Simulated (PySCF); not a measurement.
# Excitation energy of Br+ by level of theory

Br+ [Ar] 3d10 4s2 4p4 (3P) → Br+ [Ar] 3d10 4s2 4p3 5s1 (5S), as a difference of total energies. Calculation: PySCF 2.14, in aug-cc-pwCVTZ-PP with ECP10MDF (8s7p6d4f1g, 96 functions); scalar relativity through the core potential. Correlated levels: valence: 3s2 3p6 3d10 frozen; valence and next inner shell: nothing frozen outside the core potential. The calculations carry no spin-orbit coupling.

| method | excitation energy (eV) | error (eV) |
| --- | --- | --- |
| UHF | 10.751 | -0.711 |
| LDA | 11.303 | -0.159 |
| PBE | 11.184 | -0.278 |
| PBE0 | 11.329 | -0.133 |
| r2SCAN | 11.641 | +0.179 |
| MN15 | 11.158 | -0.304 |
| PW91 | 11.232 | -0.230 |
| TPSSh | 11.529 | +0.067 |
| LC-wPBE | 11.697 | +0.235 |
| MP2 (valence) | 11.074 | -0.388 |
| SCS-MP2 (valence) | 11.296 | -0.166 |
| MP2 (valence and next inner shell) | 11.125 | -0.337 |
| SCS-MP2 (valence and next inner shell) | 11.324 | -0.138 |

Reference: 11.462 eV (measured; NIST levels, between the centres of gravity of the two terms).

Errors of the correlated levels include the incompleteness of this basis and the frozen core.
